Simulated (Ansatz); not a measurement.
O3 (SMILES O=[O+][O-]), charge 0, multiplicity 1, relaxed at each level with Ansatz (an electronic-structure program); harmonic frequencies from differences of analytic forces, average atomic masses, frozen cores.

```tsv
mode	HF/def2-TZVPP (cm⁻¹)	r2SCAN/def2-TZVPP (cm⁻¹)	B3LYP/def2-TZVPP (cm⁻¹)	PBE0/def2-TZVPP (cm⁻¹)	wB97X-V/def2-TZVPP (cm⁻¹)	MP2/cc-pVTZ (cm⁻¹)
1	868	748	750	780	785	(withheld)
2	1416	1146	1203	1304	1334	(withheld)
3	1537	1239	1257	1326	1344	(withheld)
```

Modes are in rising order at each level. Complete the blanks.


- 3, MP2/cc-pVTZ (cm⁻¹): 2241
- 2, MP2/cc-pVTZ (cm⁻¹): 1166
- 1, MP2/cc-pVTZ (cm⁻¹): 743

Doubts at one or more of the structures used: a restricted determinant that unrestricted orbitals would lower (MP2/cc-pVTZ).
